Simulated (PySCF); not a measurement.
A GIAO shielding run with PySCF 2.14.0 with density-fitted response routines (density fitting, non-relativistic, gas phase) on `[Si@@H]1(N)CC[Si@@H](N[SiH3])O1`, C$_{2}$H$_{12}$N$_{2}$OSi$_{3}$:

```
$ OMP_NUM_THREADS=1 python probes_run.py task.json out

{"job": {"kind": "nmr", "xc": "PBE0", "basis": "pcSseg-1"}, "charge": 0, "multiplicity": 1}
N      3.211072    -1.495717     0.923833
Si     1.767395    -1.395963    -0.001002
C      1.559821    -0.031386    -1.321878
C      0.107138     0.458458    -1.233180
Si    -0.408219     0.273191     0.586086
N     -2.006137    -0.333718     0.794806
Si    -3.473485     0.516289     0.477554
O      0.614731    -0.910199     1.055270
H      4.071229    -1.727471     0.459855
H      3.369018    -0.818043     1.651237
H      1.441854    -2.735263    -0.478743
H      1.802083    -0.343345    -2.338312
H      2.228400     0.801794    -1.088817
H      0.009589     1.467565    -1.633114
H     -0.526292    -0.183672    -1.848523
H     -0.110778     1.442629     1.418868
H     -2.067980    -1.122711     1.416289
H     -4.545218    -0.467750     0.631779
H     -3.384520     1.039431    -0.884866
H     -3.664849     1.634549     1.409821
```

Hardware: 1 thread of an Arm Neoverse V1, shared host. The job also computes population analyses, field gradients, ring-centre shieldings.

Q: How large is the calculation?

A: 88 electrons, 217 basis functions and 1190 auxiliary functions.

Q: How long does it take, and how much memory does it need?

A: 62 s of wall time, with 13 SCF cycles and 4 response iterations; peak memory 1.1 GiB. Times on a shared host scatter by some tens of per cent.
